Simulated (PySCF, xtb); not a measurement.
SnHF, SMILES [F][SnH] (connectivity only; charge and spin as stated), neutral, multiplicity 1.

GFN2-xTB (xtb 6.7.1) at its own geometry gives an orbital gap of 3.25 eV and a dipole moment of 5.74 D.

Geometry optimised at PBE0-D3(BJ)/def2-TZVP. The def2 effective core potentials stand for the cores of Sn; spin–orbit coupling is left out.

**Question.** What does ωB97X/def2-TZVPD in PySCF give? (Estimate from the structure and the level; the computed values follow.)

**Answer.** gap 8.22 eV (levels -9.28 and -1.06 eV), dipole 2.82 D.
